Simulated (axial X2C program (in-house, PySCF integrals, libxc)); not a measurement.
Outer orbitals of ZnB⁺ at 2.358 Å, PBE0

All values were computed with an in-house relativistic program for diatomic molecules. Spin-free means the one-electron spin-free X2C Hamiltonian; two-component (2c) means X2C with spin–orbit coupling and atomic mean-field two-electron Coulomb and Gaunt terms, so the difference of the two also holds small scalar two-electron terms. Basis: Zn dyall-cv3z [9s10p6d3f2g], B dyall-v3z [7s6p2d1f] (cores contracted in-house); Gaussian nuclei, density fitting, unrestricted open shells. Masses: Zn 63.929 u, B 11.009 u.

The distance is close to the 2c PBE0 minimum; the highest filled and lowest empty levels are listed.

Spin-free orbitals, state M_S = 0, Λ = 0 (closed shell) (Löwdin shares):

```
symmetry  occupied  ε (eV)             atomic character
      σα       yes  -20.63             92% Zn d, 6% B s
     π+α       yes  -20.41                    100% Zn d
     π-α       yes  -20.41                    100% Zn d
     δ-α       yes  -20.40                    100% Zn d
     δ+α       yes  -20.40                    100% Zn d
      σα       yes  -18.18   67% B s, 13% Zn s, 9% Zn d
      σα       yes  -13.19   44% Zn s, 39% B p, 13% B s
     π+α        no   -9.19            89% B p, 10% Zn p
     π-α        no   -9.19            89% B p, 10% Zn p
      σα        no   -8.84  43% B p, 27% Zn s, 26% Zn p
     π+α        no   -5.45    85% Zn p, 11% B p, 3% B d
     π-α        no   -5.45    85% Zn p, 11% B p, 3% B d
```

One partner of each degenerate Kramers or spin pair is listed.

Spinors with spin–orbit coupling (state Ω = 0):

```json
{"ω": "1/2", "occupied": "yes", "ε (eV)": "-20.73", "atomic character": "95% Zn d, 4% B s", "λ mixture": "72% σ, 28% π"}
{"ω": "3/2", "occupied": "yes", "ε (eV)": "-20.61", "atomic character": "100% Zn d", "λ mixture": "79% δ, 21% π"}
{"ω": "1/2", "occupied": "yes", "ε (eV)": "-20.39", "atomic character": "97% Zn d, 2% B s", "λ mixture": "71% π, 29% σ"}
{"ω": "3/2", "occupied": "yes", "ε (eV)": "-20.28", "atomic character": "100% Zn d", "λ mixture": "79% π, 21% δ"}
{"ω": "5/2", "occupied": "yes", "ε (eV)": "-20.27", "atomic character": "100% Zn d", "λ mixture": "100% δ"}
{"ω": "1/2", "occupied": "yes", "ε (eV)": "-18.18", "atomic character": "67% B s, 13% Zn s, 10% Zn d", "λ mixture": "100% σ"}
{"ω": "1/2", "occupied": "yes", "ε (eV)": "-13.19", "atomic character": "44% Zn s, 39% B p, 13% B s", "λ mixture": "100% σ"}
{"ω": "1/2", "occupied": "no", "ε (eV)": "-9.19", "atomic character": "88% B p, 10% Zn p", "λ mixture": "100% π"}
{"ω": "3/2", "occupied": "no", "ε (eV)": "-9.18", "atomic character": "89% B p, 9% Zn p", "λ mixture": "100% π"}
{"ω": "1/2", "occupied": "no", "ε (eV)": "-8.84", "atomic character": "43% B p, 27% Zn s, 26% Zn p", "λ mixture": "100% σ"}
{"ω": "1/2", "occupied": "no", "ε (eV)": "-5.48", "atomic character": "85% Zn p, 11% B p, 3% B d", "λ mixture": "100% π"}
```

One partner of each degenerate Kramers or spin pair is listed.

Mulliken charges and populations of the two-component result (they depend on the basis, above all on diffuse functions):

Zn 0.60 e (s 7.35 p 12.06 d 9.98), B 0.40 e (s 3.96 p 0.63 d 0.02).

One determinant describes the state; a PBE0 search over occupations chose it and may have missed a lower one.
